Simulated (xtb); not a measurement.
CH5AlO2, SMILES [CH3][Al]([OH])[OH]. All values are semi-empirical tight-binding results from xtb (GFN2-xTB unless named), good for trends rather than for accurate numbers. Coordinates come from a GFN2-xTB optimisation. The isomer is the one that the SMILES or the coordinates give; other isomers of the formula were not compared. Other conformers were not sampled.

Optimised geometry:

```xyz
9

Al     0.0766     0.0730     0.0049
C     -1.4314    -1.2238    -0.1221
H     -1.1152    -2.1364    -0.6237
H     -2.2724    -0.8095    -0.6725
H     -1.7782    -1.5148     0.8675
O     -0.0436     1.5120    -0.7864
H     -0.1128     2.3386    -1.2383
O      1.3839    -0.3728     0.9021
H      2.1481    -0.5972     1.4101
```
Charge 0, spin multiplicity 1.

For metal compounds this method's bond lengths and energies can be far off.

The orbital gap is 4.74 eV. The zero-point energy is 37.7 kcal/mol and the G − E(el) at 298.15 K (modified RRHO) is 18.3 kcal/mol.

Problem. Give the atomic charges and the Wiberg bond orders between heavy atoms. (The exact figures need the calculation; the answer reports its results.)

Solution. charges (e) Al1 0.37, C2 -0.19, H3 0.05, H4 0.05, H5 0.05, O6 -0.47, H7 0.30, O8 -0.47, H9 0.30. Bond orders Al1–C2 1.02, Al1–O6 1.34, Al1–O8 1.34.
